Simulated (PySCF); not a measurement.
Bonds (- single, = double, # triple, : aromatic): N1#C2 1.162 Å, C2-B3 1.535 Å, B3-P4 1.890 Å, B3-P5 1.889 Å. P4 carries H6, H7; P5 carries H8, H9.

Geometry: PBE0-D3(BJ)/def2-SVP; GIAO shifts from PySCF 2.14, gas phase, non-relativistic, averaged over equivalent atoms.

At B3LYP/pcSseg-2 (250 basis functions, 25 s wall time on 1 thread of an Arm Neoverse V1, shared host):
```
      atoms  δ (ppm)
         N1    414.0
         C2    131.2
         B3     87.6
      P4/P5   -142.7
H6/H7/H8/H9     3.74
```

Chemical shifts δ = σref − σ; 15N (258.52 ppm) vs NH3; 13C (179.19 ppm) and 1H (31.39 ppm) vs TMS; 11B (96.39 ppm) vs BF3·OEt2; H3PO4 for 31P (283.32 ppm), all at this level.

What do these become at B97-2/pcSseg-2?

Answers


```csv
atoms,δ at B97-2/pcSseg-2,change
N1,404.5,-9.5
C2,129.9,-1.3
B3,82.0,-5.6
P4/P5,-147.7,-5.0
H6/H7/H8/H9,3.77,+0.03
```

δ = σ(ref) − σ, references computed at the same level: 15N (259.60 ppm) against NH3; 13C (183.46 ppm) and 1H (31.36 ppm) against TMS; 11B (100.12 ppm) against BF3·OEt2; 31P (303.21 ppm) vs H3PO4.

The largest change is at N1 (nitrile nitrogen). Cost: 250 basis functions, 35 s wall time on 1 thread of an Arm Neoverse N1, shared host.

A carbon bonded to boron is broadened by the quadrupolar boron nucleus and is often missing from a measured spectrum. Experimental scales use liquid or dissolved standards, which lie at an offset from isolated NH3 (liquid NH3: subtract about 20 ppm) and H3PO4. Unscaled 15N shifts of sp2 nitrogen often come out too high even then, by a few to some tens of ppm.
